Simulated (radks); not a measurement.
Results of a calculation; reference values are marked as such.
Question: The mean radii <r> (bohr) of the occupied orbitals of an atom or ion are listed with their occupations. Code: a radial shooting solver on a logarithmic mesh with Libxc functionals. Model: Dirac Kohn-Sham, exchange-only PBE, spin-unpolarised, spherical densities, finite nucleus; Fermi nuclear charge, rms radius of each element as measured or else 0.836 A^(1/3) + 0.57 fm.

| orbital | occ. | <r> |
|---|---|---|
| 1s1/2 | 2 | 0.04250 |
| 2s1/2 | 2 | 0.1750 |

Name the element and its charge. Open shells, if any, fill j = l - 1/2 first.

Answer: Z = 35, bromine, charge +31: Br31+ in [He] 2s2. The 1s radius gives Z: for a bare nucleus <r> = (2 gamma + 1)/(2Z) with gamma = sqrt(1 - (Z/c)^2), 0.04191 bohr for Z = 35, and screening makes it slightly larger (0.04250 here). The occupations add up to 4, and the charge is Z minus that.
